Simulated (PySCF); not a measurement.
CH₄Al, SMILES [AlH][CH3], multiplicity 2.

The structure is a stationary point at ωB97X-D3(BJ)/def2-TZVP. The spin state was assumed, not searched. The isomer is the one that the SMILES or the coordinates give; other isomers of the formula were not compared.

Method: PBE/def2-TZVPD in PySCF.

Gas-phase values at a fixed geometry.

Computed frontier levels, dipole moment and polarisability:
- α spin, highest occupied and lowest empty level = -4.30 and -2.43 eV
- β spin, highest occupied and lowest empty level = -6.73 and -2.76 eV
- dipole moment = 0.70 D
- quadrupole, principal values (traceless, Buckingham form, about the centre of nuclear charge) = -3.54, -1.64, 5.18 D·Å
- mean static polarisability = 58.0 bohr³ (8.59 Å³)
- polarisability, principal values = 54.2, 54.5, 65.3 bohr³
- ⟨S²⟩ = 0.751 (pure state 0.75)
